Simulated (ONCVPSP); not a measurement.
## B: one change to an ONCV potential, before and after

| Quantity | Value |
| --- | --- |
| Element | boron |
| Generator | ONCVPSP 4.0.1 |
| Type | optimised norm-conserving Vanderbilt (ONCV) |
| Functional | PBEsol |
| Relativity | scalar-relativistic |
| Frozen core | [He] |
| Valence charge | 3 |
| Reference configuration | 2s2 2p1 |
| Partial waves | 2s: rc 1.50 bohr, ncon 4, nbas 8, qcut 5.2 1/bohr, local; 2p: rc 4.00 bohr, ncon 4, nbas 7, qcut 3.8 1/bohr, 2 projectors, debl 2.6 Ha; d scattering state at 0.05 Ha: rc 3.05 bohr, ncon 4, nbas 7, qcut 2.7 1/bohr, 2 projectors, debl 2 Ha |
| Local potential | the s channel |
| Core correction | none |

All-electron outer shells of the reference configuration (PBEsol, scalar-relativistic, ld1.x):

```csv
shell,level (eV),outermost node (bohr),outermost maximum (bohr)
1s,-179.55,–,0.21
2s,-9.36,0.46,1.52
2p,-3.56,–,1.59
```

Change: d: debl 3.6.

Cutoffs: the cutoffs (Ha) at which the residual kinetic energy of the hardest occupied pseudo-wave falls to 1 and 0.1 mHa per electron; they do not see the model core or the augmentation charge, which bear on the density cutoff. Errors are all-electron minus pseudo energies relative to the spin-unpolarised reference configuration.

Q: What does the change do?

A: The potential gets neither clearly harder nor softer (11 Ha and 15 Ha → 11 Ha and 15 Ha); a bound ghost appears in d, which as a rule spoils a file; the errors of the 4 common tests hardly move; the range in which the d phases agree narrows (upper end 4.4 → 0.2).

| quantity | base | changed |
| --- | --- | --- |
| cutoff, loose | 11 Ha | 11 Ha |
| cutoff, tight | 15 Ha | 15 Ha |
| bound ghosts | none | d |
| GHOST(+) flags under 300 eV | none | d at 99.9 eV, d at 247.6 eV |
| error for 2s2 2p0, meV [ΔE 8.14 eV] | +224 | +224 |
| error for 2s1 2p0, meV [ΔE 33.40 eV] | +645 | +645 |
| error for 2s2 2p0.5, meV [ΔE 2.86 eV] | +20 | +20 |
| error for 2s1 2p2, meV [ΔE 5.82 eV] | -53 | -53 |
| s: phases at 1.52 bohr within 0.05 rad from the reference energy up to (Ha; the scan ends near 5) | 2.7 | 2.7 |
| p: phases at 4.07 bohr within 0.05 rad from the reference energy up to (Ha; the scan ends near 5) | -0.1 | -0.1 |
| d: phases at 3.09 bohr within 0.05 rad from the reference energy up to (Ha; the scan ends near 5) | 4.4 | 0.2 |

Changed file: The cutoffs count occupied waves only; projector 2 of the d channel, the hardest unoccupied one, needs 32 Ha at the loose tolerance. A true bound ghost makes a file unfit for plane-wave use even where its test errors are small: the radial tests pick states by their node count and pass the ghost by.
